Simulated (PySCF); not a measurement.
PySCF input for Sn(H)(NH2)3 (H7N3Sn), SMILES [NH2][SnH]([NH2])[NH2], PBE-D3(BJ)/def2-SVP. Geometry: PBE-D3(BJ)/def2-SVP. The structure was generated by enumeration; whether it is a known compound was not checked. The def2 effective core potentials stand for the cores of Sn; spin–orbit coupling is left out. The values are those of a single conformer.

```python
import numpy as np
from pyscf import gto, scf, dft, df
from pyscf.hessian import thermo

mol = gto.M(
    atom='''
    Sn   -0.06979272    0.03963441   -0.23017232
    N    -0.32622900    1.83636315    0.77144920
    N     1.87699318   -0.64176817   -0.19695175
    N    -1.01794075   -1.46526020    0.83423830
    H    -0.49005819    0.33284825   -1.89215592
    H    -0.44039697    1.67645387    1.78231683
    H    -1.18035772    2.31730685    0.45600891
    H     2.49507509    0.02928913   -0.67418013
    H     2.21525994   -0.69474988    0.77438493
    H    -2.04181745   -1.36827368    0.78695588
    H    -0.79783297   -2.37993838    0.41413556
    ''',
    basis='def2-SVP',
    ecp={'Sn': 'def2-svp'},
    charge=0,
    spin=0,
    max_memory=1600,
    verbose=3,
)
mf = dft.RKS(mol, xc='pbe').density_fit(auxbasis='def2-universal-jkfit')
mf.disp = 'd3bj'
mf.grids.level = 3
mf.conv_tol = 1e-11
mf.max_cycle = 100
mf.kernel()

# [left out here: the lines that compute and print the analytic Hessian (its translational invariance restored by hand, since the grid's response is missing), thermochemistry and intensities]
```

It prints:

```
converged SCF energy = -382.426630445681

WARN: DFTD3 does not support analytical Hessian, using finite difference


WARN: Mole.unit (angstrom) is changed to Bohr

Mode                                 0                   1                   2
Irrep
Freq [cm^-1]                       87.8764            129.3525            135.4844
Reduced mass [au]                   1.1676              1.6851              1.6390
Force const [Dyne/A]                0.0053              0.0166              0.0177
Char temp [K]                     126.4345            186.1095            194.9319
Normal mode                   x     y     z       x     y     z       x     y     z
       0  Sn                -0.00 -0.00  0.00    0.02  0.00 -0.01   -0.01  0.02 -0.01
       1   N                 0.02  0.04 -0.06   -0.11 -0.05  0.05    0.01  0.02 -0.01
       2   N                 0.00  0.03  0.00   -0.00 -0.04 -0.04   -0.05 -0.09  0.02
       3   N                 0.02 -0.05 -0.03    0.01  0.06  0.06    0.11 -0.05  0.01
       4   H                -0.04 -0.00  0.02    0.03  0.02 -0.01   -0.03  0.03  0.00
       5   H                 0.45  0.12 -0.00   -0.35 -0.11  0.01   -0.11  0.02 -0.02
       6   H                -0.21 -0.16  0.23    0.00  0.02 -0.13    0.10  0.11 -0.11
       7   H                 0.07  0.21  0.34    0.06  0.04  0.16    0.08 -0.00  0.31
       8   H                -0.14 -0.34  0.03   -0.08 -0.31 -0.03   -0.19 -0.39  0.06
       9   H                 0.02  0.14  0.24    0.02  0.27  0.34    0.09 -0.27 -0.13
      10   H                -0.26 -0.01 -0.25   -0.29  0.04 -0.06    0.36 -0.03  0.11
Mode                                 3                   4                   5
Irrep
Freq [cm^-1]                      160.0407            172.1848            210.8359
Reduced mass [au]                   3.7680              1.6370              1.4986
Force const [Dyne/A]                0.0569              0.0286              0.0392
Char temp [K]                     230.2630            247.7356            303.3459
Normal mode                   x     y     z       x     y     z       x     y     z
       0  Sn                -0.01 -0.01 -0.04    0.01  0.02 -0.01   -0.01  0.00 -0.00
       1   N                 0.08 -0.06  0.09   -0.08 -0.01  0.02    0.05  0.01 -0.00
       2   N                 0.01  0.07  0.10   -0.04 -0.10  0.06   -0.02 -0.01  0.07
       3   N                 0.02  0.05  0.07    0.05  0.01  0.02    0.09 -0.08 -0.04
       4   H                -0.03 -0.03 -0.03    0.04  0.01 -0.02    0.02  0.02 -0.01
       5   H                 0.12 -0.18  0.07    0.30 -0.05  0.05   -0.17  0.06 -0.02
       6   H                 0.09  0.02  0.19   -0.33 -0.25  0.31    0.22  0.19 -0.19
       7   H                 0.03  0.12  0.19   -0.00 -0.34 -0.23   -0.03 -0.16 -0.16
       8   H                -0.11  0.08  0.14    0.04  0.17  0.04    0.02  0.27  0.07
       9   H                 0.02  0.03  0.09    0.05 -0.01  0.10    0.09  0.13  0.40
      10   H                 0.01  0.01  0.15    0.05  0.01  0.02   -0.24 -0.01 -0.35
Mode                                 6                   7                   8
Irrep
Freq [cm^-1]                      495.1481            506.0087            525.1866
Reduced mass [au]                   1.8948              1.1360              3.6882
Force const [Dyne/A]                0.2737              0.1714              0.5994
Char temp [K]                     712.4079            728.0339            755.6267
Normal mode                   x     y     z       x     y     z       x     y     z
       0  Sn                 0.00  0.00 -0.01   -0.01 -0.01 -0.00    0.01  0.03 -0.00
       1   N                 0.03  0.14  0.06    0.02  0.05  0.02   -0.01 -0.12 -0.05
       2   N                 0.01 -0.01 -0.00   -0.05  0.05 -0.00   -0.02  0.02  0.00
       3   N                -0.03 -0.07  0.06    0.01  0.00  0.00   -0.06 -0.11  0.12
       4   H                -0.14 -0.47 -0.06    0.83 -0.02 -0.21    0.11 -0.14 -0.06
       5   H                -0.26 -0.26 -0.02   -0.02 -0.08 -0.00    0.14  0.03 -0.02
       6   H                -0.17 -0.16  0.06   -0.02  0.02  0.08    0.13  0.13 -0.01
       7   H                 0.05 -0.03  0.01   -0.04 -0.04 -0.10    0.02 -0.07 -0.06
       8   H                -0.01 -0.00  0.01    0.17 -0.23 -0.11    0.05 -0.07 -0.03
       9   H                -0.03 -0.02 -0.13   -0.00 -0.06  0.11   -0.05 -0.03 -0.23
      10   H                -0.06  0.02 -0.18    0.05 -0.01  0.04   -0.10  0.01 -0.21
Mode                                 9                  10                  11
Irrep
Freq [cm^-1]                      536.5083            541.1386            612.4636
Reduced mass [au]                   1.9151              2.7306              1.3503
Force const [Dyne/A]                0.3248              0.4711              0.2984
Char temp [K]                     771.9160            778.5780            881.1988
[...]
       7   H                -0.05  0.04  0.01    0.40 -0.42 -0.18    0.28 -0.18  0.06
       8   H                -0.03  0.03 -0.00    0.31 -0.42 -0.08   -0.34  0.16  0.09
       9   H                -0.09 -0.22  0.47   -0.02 -0.02  0.12    0.07  0.32 -0.25
      10   H                -0.01 -0.27  0.47   -0.02 -0.09  0.17   -0.20 -0.23  0.31
Mode                                15                  16                  17
Irrep
Freq [cm^-1]                      826.3292            862.3848           1484.8387
Reduced mass [au]                   1.1128              1.1206              1.0904
Force const [Dyne/A]                0.4477              0.4910              1.4165
Char temp [K]                    1188.9037           1240.7798           2136.3523
Normal mode                   x     y     z       x     y     z       x     y     z
       0  Sn                 0.00 -0.00 -0.01    0.00 -0.01  0.01   -0.00 -0.00 -0.00
       1   N                 0.02 -0.03  0.05   -0.01  0.01 -0.02   -0.04  0.03  0.04
       2   N                 0.01  0.01  0.00    0.01  0.03 -0.06    0.00  0.00  0.00
       3   N                -0.03  0.04  0.01   -0.04  0.02  0.01   -0.03 -0.03 -0.00
       4   H                 0.01 -0.15 -0.03    0.10  0.08 -0.01    0.01  0.01 -0.02
       5   H                -0.00  0.53  0.13    0.02 -0.20 -0.05    0.45 -0.32  0.01
       6   H                -0.05 -0.36 -0.29    0.03  0.18  0.13    0.14 -0.08 -0.52
       7   H                 0.00  0.00 -0.00    0.45 -0.30  0.06   -0.04  0.00 -0.05
       8   H                 0.03 -0.04 -0.01   -0.49  0.20  0.13   -0.05 -0.03  0.02
       9   H                -0.08 -0.33  0.23   -0.06 -0.23  0.19    0.03  0.37  0.10
      10   H                 0.21  0.23 -0.29    0.16  0.15 -0.19    0.38  0.08  0.00
Mode                                18                  19                  20
Irrep
Freq [cm^-1]                     1488.3593           1492.6491           1811.2005
Reduced mass [au]                   1.0919              1.0900              1.0157
Force const [Dyne/A]                1.4252              1.4309              1.9632
Char temp [K]                    2141.4176           2147.5897           2605.9143
Normal mode                   x     y     z       x     y     z       x     y     z
       0  Sn                -0.00 -0.00  0.00    0.00 -0.00 -0.00    0.00 -0.00  0.01
       1   N                -0.03  0.02  0.02   -0.01  0.00  0.01    0.00 -0.00  0.00
       2   N                 0.01  0.00  0.00   -0.07 -0.02 -0.02   -0.00 -0.00  0.00
       3   N                 0.04  0.05  0.00   -0.00  0.00  0.00    0.00  0.00  0.00
       4   H                 0.00  0.00 -0.02    0.00  0.01  0.02   -0.24  0.16 -0.95
       5   H                 0.31 -0.23  0.00    0.07 -0.05  0.00   -0.01  0.02  0.01
       6   H                 0.10 -0.04 -0.36    0.02 -0.01 -0.08   -0.00 -0.00  0.01
       7   H                -0.03 -0.01 -0.05    0.41 -0.01  0.53    0.01  0.00  0.01
       8   H                -0.05 -0.02  0.02    0.54  0.34 -0.18    0.02 -0.00 -0.00
       9   H                -0.04 -0.53 -0.15   -0.00 -0.02  0.01   -0.00  0.00  0.00
      10   H                -0.54 -0.12  0.00   -0.01  0.00 -0.01    0.00 -0.00  0.00
Mode                                21                  22                  23
Irrep
Freq [cm^-1]                     3401.2765           3402.5797           3406.7754
Reduced mass [au]                   1.0505              1.0500              1.0505
Force const [Dyne/A]                7.1600              7.1626              7.1835
Char temp [K]                    4893.6796           4895.5547           4901.5913
Normal mode                   x     y     z       x     y     z       x     y     z
       0  Sn                -0.00  0.00 -0.00   -0.00 -0.00  0.00    0.00 -0.00 -0.00
       1   N                -0.02  0.01  0.01   -0.04  0.02  0.03   -0.00  0.00  0.00
       2   N                 0.00  0.00  0.00    0.01  0.00  0.00   -0.04 -0.02 -0.02
       3   N                -0.03 -0.04 -0.02    0.01  0.02  0.01    0.00  0.00 -0.00
       4   H                 0.00  0.00 -0.00    0.00 -0.00 -0.00    0.00  0.00  0.00
       5   H                 0.01  0.04 -0.27    0.03  0.10 -0.61    0.01  0.01 -0.09
       6   H                 0.22 -0.13  0.10    0.51 -0.31  0.22    0.07 -0.04  0.03
       7   H                -0.02 -0.02  0.02   -0.04 -0.05  0.04    0.39  0.42 -0.35
       8   H                -0.01  0.00 -0.03   -0.02  0.01 -0.08    0.21 -0.07  0.66
       9   H                 0.60 -0.08  0.00   -0.26  0.04 -0.00   -0.00  0.00  0.00
      10   H                -0.17  0.58  0.25    0.07 -0.25 -0.11    0.00  0.00  0.00
Mode                                24                  25                  26
Irrep
Freq [cm^-1]                     3500.7663           3502.6867           3503.3036
Reduced mass [au]                   1.0921              1.0918              1.0925
Force const [Dyne/A]                7.8854              7.8922              7.9001
Char temp [K]                    5036.8233           5039.5863           5040.4739
Normal mode                   x     y     z       x     y     z       x     y     z
       0  Sn                 0.00 -0.00  0.00    0.00  0.00 -0.00   -0.00  0.00 -0.00
       1   N                -0.00  0.00 -0.00   -0.00  0.00 -0.00   -0.03  0.03 -0.06
       2   N                -0.00 -0.00  0.01    0.01  0.03 -0.07   -0.00 -0.00  0.00
       3   N                 0.06 -0.05 -0.02    0.01 -0.01 -0.00   -0.00  0.00  0.00
       4   H                -0.00  0.00 -0.00    0.00 -0.00  0.00    0.00  0.00  0.00
       5   H                -0.00 -0.00  0.03   -0.01 -0.01  0.05   -0.08 -0.10  0.67
       6   H                 0.02 -0.01  0.01    0.04 -0.02  0.01    0.55 -0.32  0.20
       7   H                 0.05  0.05 -0.04   -0.41 -0.44  0.31    0.03  0.03 -0.02
       8   H                -0.03  0.00 -0.07    0.22 -0.04  0.62   -0.01  0.00 -0.04
       9   H                -0.69  0.06 -0.03   -0.08  0.01 -0.00    0.03 -0.00  0.00
      10   H                -0.13  0.57  0.26   -0.02  0.06  0.03    0.01 -0.03 -0.01
temperature 298.1500 [K]
pressure 101325.00 [Pa]
Rotational constants [GHz] 4.43319 3.91800 2.64247
Symmetry number 1
Zero-point energy (ZPE) 0.07951 [Eh]   208753.954 [J/mol]
                           tot       elec      trans        rot        vib
Entropy [J/mol/K]       372.203      0.000    172.634    110.255     89.314
Cv [J/mol/K]            118.418      0.000     12.472     12.472     93.474
Cp [J/mol/K]            126.732      0.000     20.786     12.472     93.474
Internal energy [J/mol]                      3718.434   3718.434 223409.373
Internal energy [Eh]   -382.33871  -382.42663
Enthalpy [J/mol]                             6197.391   3718.434 223409.373
Enthalpy [Eh]          -382.33776
Gibbs free energy [J/mol]                  -45273.582 -29154.063 196780.500
Gibbs free energy [Eh] -382.38003
mode   freq/cm-1   IR/(km/mol)
   1       87.88        37.997
   2      129.35         4.412
   3      135.48         1.128
   4      160.04         6.521
   5      172.18         9.914
   6      210.84        56.177
   7      495.15        34.231
   8      506.01        62.105
   9      525.19       148.780
  10      536.51        19.423
  11      541.14       162.131
  12      612.46        56.802
  13      635.20        82.556
  14      650.96        67.496
  15      819.40        33.241
  16      826.33        11.174
  17      862.38        28.323
  18     1484.84         9.158
  19     1488.36         7.221
  20     1492.65         9.276
  21     1811.20       204.695
  22     3401.28         2.676
  23     3402.58         3.710
  24     3406.78         5.149
  25     3500.77         3.843
  26     3502.69         6.338
  27     3503.30         4.206
max |gradient| / (hartree/bohr): 4.936181659752619e-05
APT charges: [ 1.5909 -0.6526 -0.6258 -0.6394 -0.335   0.1149  0.0992  0.1174  0.1141
  0.1117  0.1045]
```

Self-consistency was reached.
